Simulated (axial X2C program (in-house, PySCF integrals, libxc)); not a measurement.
# Potential curves of GeS⁺, 2c

Calculated with an in-house relativistic program for diatomic molecules. Two-component (2c) means X2C with spin–orbit coupling and atomic mean-field two-electron Coulomb and Gaunt terms. Basis: Ge dyall-cv3z [9s9p7d4f1g], S dyall-av3z [9s8p3d2f] (cores contracted in-house); Gaussian nuclei, density fitting, unrestricted open shells. Masses: Ge 73.921 u, S 31.972 u.

State: Ω = 3/2 (⟨Sz⟩ = 0.50, ⟨Lz⟩ = 1.00 at LDA). Energies in kJ/mol from the lowest point of each curve. Fits are polynomials in 1 − R0/R over 0.85 to 1.23 times the lowest point R0.

```csv
R (Å),LDA,PBE0
1.8905,88.62,94.40
1.9774,35.97,38.87
2.0426,13.73,15.18
2.1078,2.59,3.11
2.1730,0.00,0.00
2.2491,5.11,4.92
2.3251,16.65,16.60
2.4229,37.92,38.40
2.5424,69.82,71.19
2.7163,120.74,122.82
```

The state is a single determinant with fixed occupations, the lowest that a limited PBE0 search found. Density functionals use the spin component along the axis (collinear). Without a current term, density functionals place determinants with orbital angular momentum somewhat too high. At some level and bond length an empty orbital lies below a filled one.

Q: What are Re and ωe at the LDA level?

A: At LDA, 2c: Re = 2.163 Å, ωe ≈ 448 cm⁻¹; Be follows as 0.161 cm⁻¹.

Q: What are Re and ωe at the PBE0 level?

A: At PBE0, 2c: Re = 2.167 Å, ωe ≈ 456 cm⁻¹; Be follows as 0.161 cm⁻¹.
